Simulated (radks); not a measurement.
Re42+, 33 electrons, occupied as [Ar] 3d10 4s2 4p3 (the NIST ground configuration).

Method: scalar-relativistic Kohn-Sham, AM05, spin-polarised, spherical densities, point nucleus; open shells are filled with parallel spins first (spin-orbit coupling, left out, can overturn this in heavy ions); computed with a radial shooting solver on a logarithmic mesh with Libxc functionals.

Energy parts (Ry):
total: -31061.6037
kinetic: 34559.0689
electron-nucleus: -71558.0266
Hartree: 6425.1496
exchange-correlation: -487.7956

Orbitals (lengths in bohr, moments of r in powers of bohr):
\begin{tabular}{lrrr}
orbital & occ. & eigenvalue (Ry) & <r^4> \\ \hline
1s up & 1 & -5411.142 & 5.462e-07 \\
1s down & 1 & -5410.904 & 5.462e-07 \\
2s up & 1 & -1059.087 & 0.00008123 \\
2s down & 1 & -1058.941 & 0.00008122 \\
2p up & 3 & -943.3259 & 0.00006405 \\
2p down & 3 & -943.1187 & 0.00006405 \\
3s up & 1 & -351.5456 & 0.002794 \\
3s down & 1 & -351.3387 & 0.002784 \\
3p up & 3 & -317.2817 & 0.002952 \\
3p down & 3 & -317.0470 & 0.002940 \\
3d up & 5 & -279.6393 & 0.002191 \\
3d down & 5 & -279.4200 & 0.002179 \\
4s up & 1 & -166.7830 & 0.04049 \\
4s down & 1 & -165.6446 & 0.04058 \\
4p up & 3 & -153.8805 & 0.04608 \\
4p down & 0 & -152.7467 & 0.04629 \\
4d up & 0 & -139.1053 & 0.04677 \\
4d down & 0 & -138.0293 & 0.04696 \\
5s up & 0 & -96.86089 & 0.3140 \\
5s down & 0 & -96.43207 & 0.3184 \\
\end{tabular}

The highest occupied level is 4p up at -2093.7 eV. Summed over all electrons, <r^2> = 1.641 bohr^2, which gives a Langevin (diamagnetic) susceptibility term of -1.3 x 10^-6 cm^3/mol. Spin moment in Bohr magnetons: 3.
